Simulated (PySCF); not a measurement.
**Two-component Hartree-Fock for Ir⁶²⁺ (iridium, charge +62)**

Start: [Ne] 3s2 3p3; 3p1/2 filled at m_j = -1/2, +1/2; 3p3/2 filled at m_j = +3/2. Calculated with PySCF 2.14 in an uncontracted even-tempered set (18 s from 20 bohr⁻², ratio 2.4; 14 p from 26 bohr⁻², ratio 2.4; 4 d from 89 bohr⁻², ratio 2.6; 4 f from 130 bohr⁻², ratio 2.6): generalised Hartree-Fock with the X2C-1e Hamiltonian and a Gaussian nucleus; one run each with spin-orbit coupling (SO) switched off, then screened by Boettger's factors.

```tsv
spinor shell	electrons	ε, spin-free (eV)	ε, screened SO (eV)	weight of nominal j (screened SO)	rms radius, screened SO (bohr)
1s1/2	2	-81615.8	-81577.4	1.000	0.0197
2s1/2	2	-18388.8	-18373.2	1.000	0.0785
2p1/2	2	-16643.2	-17839.0	1.000	0.0664
3s1/2	2	-7344.3	-7338.3	1.000	0.189
3p1/2	2	-6858.5	-7147.4	1.000	0.179
3p3/2	1	-6858.5	-6713.9	1.000	0.191
```

Problem. Where does 2p3/2 lie, and what is the 2p spin-orbit splitting (screened SO)?

Solution. At -16155.9 eV, 1683.0 eV above 2p1/2.

| quantity | spin-free | screened SO |
| --- | --- | --- |
| E (hartree) | -13415.68173 | -13452.55051 |
| M_J | 3/2 | 3/2 |
| ⟨J²⟩ | 3.750 | 3.750 |
| ⟨L²⟩ | 0.000 | 2.611 |
| ⟨S²⟩ | 3.750 | 1.494 |

Each row is a mean over spinors that exchange with the open shell spreads, by up to 31.440 eV (3s1/2).

Breit and QED terms are absent; they matter most for the inner s and p1/2 levels.

Densities and radii are taken from the X2C orbitals without a picture-change correction, which distorts them close to the nucleus.

Without spin-orbit coupling the j labels of p, d and f shells carry no meaning; the spin-free column gives the mean over the occupied spinors of each nl shell.
